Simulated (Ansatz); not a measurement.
```yaml
crystal:
  periodic: [false, false, false]
  atoms:
    - {symbol: As, position_ang: [-2.138591, -1.359924, 0.967393]}
    - {symbol: As, position_ang: [-1.139132, 1.755272, 0.407983]}
    - {symbol: As, position_ang: [1.101112, -1.873744, 0.269617]}
    - {symbol: As, position_ang: [0.470651, 0.240585, -2.149911]}
    - {symbol: As, position_ang: [2.054820, 0.744881, 0.582036]}
    - {symbol: O, position_ang: [1.891801, 0.932787, -1.186538]}
    - {symbol: O, position_ang: [-0.879688, 0.956312, -1.212754]}
    - {symbol: O, position_ang: [-2.049225, 0.436024, 1.203877]}
    - {symbol: O, position_ang: [0.523168, 1.365921, 1.191592]}
    - {symbol: O, position_ang: [-0.338671, -1.768625, 1.275750]}
    - {symbol: O, position_ang: [0.503767, -1.429490, -1.349066]}
basis:
  gaussian: {orbitals: def2-TZVP, initial_orbitals: start.molden}
total_charge: 1
magnetization: {spin_polarized: true, initial_magnetization: 2}
hamiltonian: {xc: pbe0, dispersion: d4}
scf: {omitted_lower_state_checks: [starts]}
output: {orbitals: {seedname: orbitals}}
```

The file start.molden holds the orbitals of an earlier run on this structure, at another level or in another basis.

```sh
$ ansatz run in.yaml --threads 4 --pin off --events-out ev --progress --plain --max-ram 6963MiB
```

Task: Does this run fit into the memory that it is given?

Result: No. It has 426 basis functions, and Ansatz plans for 8 GiB where 7 GiB are given.
